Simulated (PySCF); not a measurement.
# Orbital picture of SrP

revPBE at R = 2.651 Å; Sr def2-TZVPP with ECP28, P def2-TZVPP; scalar-relativistic core potentials (PySCF 2.14). State: ²Π (doublet), unpaired electrons π ↑. Only the outer orbitals are listed, counted within each symmetry, core potentials removing the inner ones.

```
spin  orbital  occ.  ε (eV)  on Sr (%)           main shells (%)
   α       4σ     1  -40.84        100                  100 Sr s
   α       2π     1  -22.72        100                  100 Sr p
   α       2π     1  -22.58        100                  100 Sr p
   α       5σ     1  -22.46         98                   98 Sr p
   α       6σ     1  -11.69          4                    96 P s
   α       3π     1   -4.39         14           85 P p, 11 Sr d
   α       7σ     1   -4.22         28           70 P p, 20 Sr s
   α       3π     1   -3.54         20           79 P p, 16 Sr d
   α       8σ     0   -2.66         89  69 Sr s, 11 P p, 11 Sr p
   α       4π     0   -1.22         99          63 Sr p, 36 Sr d
   α       9σ     0   -1.15         95          52 Sr d, 42 Sr p
   β       4σ     1  -40.83        100                  100 Sr s
   β       2π     1  -22.69        100                  100 Sr p
   β       2π     1  -22.61        100                  100 Sr p
   β       5σ     1  -22.43         98                   98 Sr p
   β       6σ     1  -10.71          6                    94 P s
   β       7σ     1   -3.84         49           49 P p, 38 Sr s
   β       3π     1   -3.26         24           75 P p, 20 Sr d
   β       3π     0   -2.86         29           71 P p, 24 Sr d
   β       8σ     0   -2.67         71  47 Sr s, 29 P p, 12 Sr p
   β       4π     0   -1.38         98          66 Sr p, 33 Sr d
```

Task: Which are the highest filled and the lowest empty level, where do they sit, and how wide is the gap?

Result: Highest filled β 3π at -3.26 eV (in %: 75 P p, 20 Sr d); lowest empty β 3π at -2.86 eV (in %: 71 P p, 24 Sr d); the gap at revPBE is 0.40 eV. Both belong to one degenerate shell, split only by its one-sided filling, so this is no excitation gap.

| Property | Result |
| --- | --- |
| bond order (Mayer) | 1.94 |
| ⟨S²⟩ | 0.824 |
| charge on Sr (Mulliken, basis-dependent) | 0.59 |
| charge on Sr (Löwdin, basis-dependent) | 0.21 |
| dipole moment (positive dipole means Sr(−)P(+)) | -7.69 D |

Spin–orbit coupling is left out. The state is the lowest determinant that a PBE0 search found; another state may lie lower at other levels.
